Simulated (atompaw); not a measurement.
An all-electron radial function and its pseudo partner (strontium)

Columns: radius, all-electron u(r) and pseudo u(r) of the 4s shell (level -40.92 eV) of strontium in the configuration [Ar] 3d10 4s2 4p6 4d0 5s2 5p0; LDA (PW92), scalar-relativistic, PAW (atompaw) scheme, atompaw 4.2.0.5.

| r (bohr) | all-electron | pseudo |
| --- | --- | --- |
| 0.115 | 0.3265 | 0.1970 |
| 0.231 | -0.1499 | 0.3882 |
| 0.346 | -0.5057 | 0.5634 |
| 0.462 | -0.3953 | 0.7195 |
| 0.577 | -0.0565 | 0.8488 |
| 0.692 | 0.3111 | 0.9493 |
| 0.808 | 0.6148 | 1.0195 |
| 0.923 | 0.8216 | 1.0578 |
| 1.038 | 0.9390 | 1.0665 |
| 1.154 | 0.9839 | 1.0479 |
| 1.269 | 0.9749 | 1.0061 |
| 1.385 | 0.9295 | 0.9454 |
| 1.500 | 0.8624 | 0.8718 |
| 1.615 | 0.7838 | 0.7903 |
| 1.731 | 0.7004 | 0.7048 |
| 1.846 | 0.6186 | 0.6212 |
| 1.962 | 0.5404 | 0.5414 |
| 2.077 | 0.4687 | 0.4689 |
| 2.192 | 0.4038 | 0.4038 |
| 2.308 | 0.3455 | 0.3455 |
| 2.423 | 0.2946 | 0.2946 |
| 2.538 | 0.2502 | 0.2502 |
| 2.654 | 0.2116 | 0.2116 |
| 2.769 | 0.1786 | 0.1786 |
| 2.885 | 0.1502 | 0.1502 |
| 3.000 | 0.1262 | 0.1262 |

Task: How many radial nodes do the two functions have?

Result: The all-electron 4s function has n − l − 1 = 3 (the table is too coarse to show those close to the nucleus); the pseudo-wave has 0, since the states of the same l below it are removed with the core.

Task: At about which radius was the pseudo-wave matched?

Result: 2.20 bohr. The columns agree to 0.0005 from 2.08 bohr on; several derivatives are matched, so the curves merge somewhat inside the radius.

Task: Where does each function peak?

Result: Outermost all-electron maximum near 1.15 bohr, pseudo maximum near 1.04 bohr (to the table’s step).

Task: Is the pseudo-wave norm-conserving?

Result: No, it belongs to a PAW set: the norm inside the radius is not constrained, and the difference is carried by the augmentation charge.
